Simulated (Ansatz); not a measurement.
A structure drawn as `[CH3][Al]([SH])[Br]`, with this starting geometry:

Cartesian coordinates in Å:
```
C -0.892 0.898 0.163
Al 0.148 -0.756 0.084
S 2.336 -0.683 0.556
Br -0.815 -2.757 -0.581
H -2.008 0.655 -0.096
H -0.926 1.320 1.220
H -0.539 1.675 -0.533
H 2.696 -0.352 -0.813
```

Charge 0, multiplicity 1.

(1) Does it keep its bonds when Ansatz relaxes it at PBE-D4/def2-SVP and then PBE0-D4/def2-TZVP?

(2) Give the relaxed structure. (Best estimate.)

Atoms count as bonded under 1.1 times the sum of their covalent radii (H–H under 0.85 Å, pairs among N, O and F under 1.55 Å), and a drawn bond as lost past 1.3 times.

Results:

(1) Yes, every drawn bond is still there and no new one forms.

(2) Computed: 
Z-matrix (Å, degrees):
```
C
Al 1 1.936
H 1 1.094 2 110.2
H 1 1.094 2 110.2 3 117.9
H 1 1.092 2 112.5 3 -121.0
S 2 2.176 1 124.9 3 121.2
Br 2 2.257 1 120.7 3 -58.8
H 6 1.345 2 92.8 1 -0.0
```
All modes are real.
